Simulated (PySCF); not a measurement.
All values below come from PBE-D3(BJ)/def2-TZVP // B3LYP-D3(BJ)/def2-TZVP in PySCF. Isolated molecules, 0 K electronic values unless said otherwise. Excitations are Tamm–Dancoff values on a coarser integration grid. The basis has no diffuse functions, so Rydberg states are missing or too high.

Reference species (SMILES): `[Cl][Sn]([Cl])([Cl])[Cl]` (neutral, multiplicity 1).

The LUMO is -4.29 eV and the S1 excitation (TDA) is 4.15 eV. The HOMO–LUMO gap is 4.01 eV.

After one change: the LUMO rises by 2.50 eV; the S1 excitation (TDA) goes up by 1.50 eV; the HOMO–LUMO gap rises by 1.44 eV.

Question: What was changed between the two runs? The new species is one of these.
A. `[Cl][SnH2][Cl]`
B. `[Cl][SnH]([Cl])[Cl]`
C. `[Cl][SnH3]`

Answer: C, `[Cl][SnH3]`
